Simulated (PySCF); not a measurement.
# C6H5FSi: full NMR table

```
Formula                               : C6H5FSi
SMILES                                : C#CC1=CC=C[Si@H]1F
InChI                                 : InChI=1S/C6H5FSi/c1-2-6-4-3-5-8(6)7/h1,3-5,8H/t8-/m1/s1
Point group of the computed structure : C1
Degrees of unsaturation               : 5
Carbon signals                        : 6
Proton signals                        : 5
```

Bonds (- single, = double, # triple, : aromatic): C1#C2 1.204 Å, C2-C3 1.396 Å, C3=C4 1.351 Å, C4-C5 1.451 Å, C5=C6 1.342 Å, C6-Si7 1.882 Å, Si7-F8 1.616 Å, Si7-C3 1.903 Å. C1 carries H9; C4 carries H10; C5 carries H11; C6 carries H12; Si7 carries H13. Stereochemistry as in C#CC1=CC=C[Si@H]1F.

PySCF 2.14.0 with density-fitted response routines calculation with shieldings: GIAO PBE0/pcSseg-1 and GFN2-xTB structure; non-relativistic Hamiltonian, no solvent, a single conformation.

References, each an isolated molecule treated in the same way: ¹H, ¹³C, ²⁹Si against TMS; ¹⁹F vs CFCl3.

| carbon | δC, type | δH (multiplicity) | HMBC from (2–3 bonds) | span of the C tensor (ppm) |
| --- | --- | --- | --- | --- |
| C1 | 100.2, CH | 3.53 (s) | – | 132 |
| C2 | 87.1, C | – | H10, H13, H9 | 299 |
| C3 | 128.9, C | – | H10, H11, H12, H13, H9 | 209 |
| C4 | 162.2, CH | 7.28 (m) | H11, H12, H13 | 242 |
| C5 | 158.1, CH | 7.27 (m) | H10, H12, H13 | 243 |
| C6 | 129.9, CH | 5.71 (m) | H10, H11, H13 | 217 |

Other nuclei:
| atoms | nucleus | environment | δ (ppm) | σ (ppm) |
| --- | --- | --- | --- | --- |
| H13 | ¹H | hydrogen on a silicon bonded to 2 C, F, in a 5-membered ring | 5.33 | 26.38 |
| F8 | ¹⁹F | fluorine bonded to Si | -213.8 | 384.7 |
| Si7 | ²⁹Si | silicon bonded to 2 C, F, H, in a 5-membered ring | 1.2 | 347.9 |

1. Carbon types of the structure: 2 × C, 4 × CH, leaving 1 H on heteroatoms.
2. δC 162.2, 158.1, 129.9: alkene CH; an sp2 carbon of a C=C bond.
3. δC 128.9: fully substituted alkene carbon; the olefinic region.
4. δC 100.2: terminal alkyne carbon; the triple bond shields along its axis, which puts it between sp3 and sp2 carbons.
5. δC 87.1: alkyne carbon; sp carbons lie upfield of alkene carbons because the cylindrical π system leaves one tensor component strongly shielded.
6. δH 3.53: hydrogen on a terminal alkyne carbon; it lies on the axis of the triple bond, in its shielding cone.

Splittings by ¹⁹F in the carbon and heteronuclear signals aren't shown, as no couplings were computed. Shifts are as computed. Against solution values, carbons near 30 ppm lie about +3 ppm off and those near 130 ppm about +5 ppm. Of 1211 compounds with measured shifts, 218 miss one by over three times the rms of a fit or turn the order of signals round; such compounds aren't used in these exercises. Unscaled 19F shifts against computed CFCl3 carry errors that often reach 10 to 50 ppm. No couplings were computed; multiplicities are counted from neighbouring protons, with m where these are inequivalent, close in shift, in a saturated or five-membered ring or joined by F or P, and br s for small geminal =CH2 splittings.
